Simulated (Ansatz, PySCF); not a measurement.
Dimer: CH4OSe (SMILES CO[SeH]) (first 7 atoms) with CH4 (SMILES C); geometry from B3LYP-D3(BJ)/def2-TZVP, rigid monomers moved along the line of their centres of mass till O2···H12 is 3.10 Å.
(charge 0, multiplicity 1):
```
atom    x (Å)    y (Å)    z (Å)
----  -------  -------  -------
C      1.8353   0.8063   0.8019
O      0.4378   0.7690   0.5231
Se    -0.2413  -0.8850   0.2262
H      2.0930   0.1789   1.6584
H      2.0649   1.8478   1.0322
H      2.4225   0.4897  -0.0653
H      0.1688  -0.9781  -1.1963
C     -0.0676   0.0492   4.3535
H      0.1872  -0.9307   3.9506
H     -0.9324  -0.0439   5.0091
H      0.7773   0.4366   4.9220
H     -0.2995   0.7294   3.5357
```

Interaction energies are E(AB) − E(A) − E(B) at the monomers' geometry in the complex; basis-set methods are counterpoise corrected.

Correlated levels freeze the cores. Filled d and f shells under p-block atoms count as core.

Codes used: Ansatz (a quantum-chemistry and plane-wave program) with Gaussian orbitals; PySCF for the dispersion terms. Values without a source in brackets are computed.

PBE/def2-TZVPPD gives -20.3 meV for the interaction energy.

Where do these levels fall relative to PBE: PBE-D3(BJ)/def2-TZVPPD, r2SCAN/def2-TZVPPD, B3LYP/def2-TZVPPD, wB97M-V/def2-TZVPPD, MP2/aug-cc-pVDZ, CCSD(T)/aug-cc-pVDZ.

PBE-D3(BJ)/def2-TZVPPD -39.0; r2SCAN/def2-TZVPPD -9.5; B3LYP/def2-TZVPPD 26.1; wB97M-V/def2-TZVPPD -25.3; MP2/aug-cc-pVDZ -23.4; CCSD(T)/aug-cc-pVDZ -22.4 meV. 1 of 6 lie above PBE; the widest gap is to PBE-D3(BJ)/def2-TZVPPD.
